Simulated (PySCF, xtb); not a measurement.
CH8FNSi2, SMILES [Si@H](F)([SiH2]C)N.

GFN2-xTB in xtb at its own geometry gives an orbital gap of 4.58 eV and a dipole moment of 1.99 D.

Geometry optimised at TPSSh-D3(BJ)/def2-SVP. The structure was generated by enumeration; whether it is a known compound was not checked. The values are those of a single conformer.

Q: What does PySCF with CAM-B3LYP/def2-TZVP give? (An estimate is asked for; the answer gives what the named calculation found.)

A: gap 10.15 eV (levels -9.20 and 0.95 eV), dipole 2.29 D.
